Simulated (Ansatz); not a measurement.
InSn9H16, a doped cluster cut from the lattice of tin (In on a surface site). Charge 0, multiplicity 2. Geometry PBE-D4/def2-SVP, basis def2-TZVP, Ansatz.

```csv
run,HOMO (eV),LUMO (eV)
A,-6.09,-4.68
B,-6.34,-4.43
C,-5.30,-4.91
D,-5.78,-4.90
E,-5.48,-4.99
```

In the def2 sets In, Sn take a core potential; there is no spin–orbit coupling. Single mean-field runs in def2-TZVP are fitted with def2-universal-jkfit.

HOMO and LUMO are taken over both spins.

Q: The runs used BLYP, PBE, PBE0, r2SCAN, r2SCANh. Estimate which is which.

A: A r2SCANh (10 % exact exchange); B PBE0 (25 % exact exchange); C BLYP (0 % exact exchange); D r2SCAN (0 % exact exchange); E PBE (0 % exact exchange). Exact exchange lowers occupied and raises empty levels; among semilocal functionals meta-GGAs tend to open the gap a little, and such runs are hard to tell apart. The gap grows from 0.38 eV (BLYP) to 1.91 eV (PBE0).
